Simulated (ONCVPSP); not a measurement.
## Mn (Z = 25): one change to an ONCV potential, before and after

```json
{
 "Element": "manganese",
 "Generator": "ONCVPSP 4.0.1",
 "Type": "optimised norm-conserving Vanderbilt (ONCV)",
 "Functional": "PBE",
 "Relativity": "scalar-relativistic",
 "Frozen core": "[Ne]",
 "Valence charge": "15",
 "Reference configuration": "3s2 3p6 3d5 4s2",
 "Partial waves": "3s+4s: rc 1.40 bohr, ncon 4, nbas 9, qcut 7.5 1/bohr, 2 projectors; 3p: rc 1.45 bohr, ncon 4, nbas 9, qcut 8 1/bohr, 2 projectors, debl 0.7 Ha; 3d: rc 1.80 bohr, ncon 3, nbas 8, qcut 8.1 1/bohr, 3 projectors, debl 3.7 Ha",
 "Local potential": "polynomial inside 1.25 bohr (lpopt 3, dvloc0 0 Ha)",
 "Core correction": "Teter function, fcfact 2.75, rcfact 1.7"
}
```

In the p channel the program set the typed energies aside and used -2.006, 0.250 Ha.

Change: s: qcut 5.4; p: qcut 5.7; d: qcut 5.8.

Cutoffs: the cutoffs (Ha) at which the residual kinetic energy of the hardest occupied pseudo-wave falls to 1 and 0.1 mHa per electron; they do not see the model core or the augmentation charge, which bear on the density cutoff. Errors are all-electron minus pseudo energies relative to the spin-unpolarised reference configuration.

Predict the effect on cutoff, ghosts and configuration errors.

The potential gets harder (27 Ha and 30 Ha → 109 Ha and 134 Ha); of the 4 tests that both files solve, the error grows in 3 and shrinks in 1 by more than 15 % and 0.3 meV (median size 36.5 → 69.1 meV); the range in which the s phases agree narrows (upper end at the end of the scan → 2.0); neither file shows a bound ghost.

| quantity | base | changed |
| --- | --- | --- |
| cutoff, loose | 27 Ha | 109 Ha |
| cutoff, tight | 30 Ha | 134 Ha |
| loose cutoff by channel | s 20 Ha, p 26 Ha, d 27 Ha | s 11 Ha, p 109 Ha, d 74 Ha |
| bound ghosts | none | none |
| GHOST(+) flags under 300 eV | none | none |
| error for 3s2 3p6 3d5 4s1, meV [ΔE 8.42 eV] | +0.9 | +0.4 |
| error for 3s2 3p6 3d5 4s0, meV [ΔE 24.02 eV] | +2.7 | -7.5 |
| error for 3s2 3p6 3d4 4s0, meV [ΔE 56.53 eV] | +70 | +131 |
| error for 3s2 3p6 3d6 4s0, meV [ΔE 6.81 eV] | +98 | +207 |
| s: phases at 1.42 bohr within 0.05 rad from the reference energy up to (Ha; the scan ends near 5) | to the end of the scan | 2.0 |
| p: phases at 1.47 bohr within 0.05 rad from the reference energy up to (Ha; the scan ends near 5) | to the end of the scan | to the end of the scan |
| d: phases at 1.82 bohr within 0.05 rad from the reference energy up to (Ha; the scan ends near 5) | to the end of the scan | to the end of the scan |
| rms error of d²Exc/dni dnj with the model core, mHa | 2.37 | 3.41 |
